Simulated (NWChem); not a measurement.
Molecule: CH2ClF; SMILES FCCl

Program: NWChem. Coordinates come from a PBE0/def2-SVP optimisation. COSMO at B3LYP/def2-SVP, default radii, gas-phase geometry; f = (ε − 1)/ε scales the surface charges.

```csv
row,f,electrostatic solvation energy (kcal/mol)
ε = 1.5,0.3333,-0.94
ε = 2.0,0.5000,-1.44
ε = 2.4,0.5833,withheld
ε = 46.7,0.9786,-3.04
ε = 78.4,0.9872,-3.07
```

Question: Fit a straight line of the last column on the one before it, predict the withheld value, and compare with the run.

Answer: 
1. Means of the 4 shown rows: x = 0.69978, y = -2.123. Slope Σ(x − x̄)(y − ȳ)/Σ(x − x̄)² = -1.098/0.3346 = -3.281; intercept 0.173.
2. The shown rows scatter about the line by 0.017 (root mean square); the largest residual is +0.03, at ε = 2.0.
3. At x = 0.5833 (ε = 2.4; inside the shown range) the line gives -1.74.
4. The run gives -1.70, +0.04 from the line.
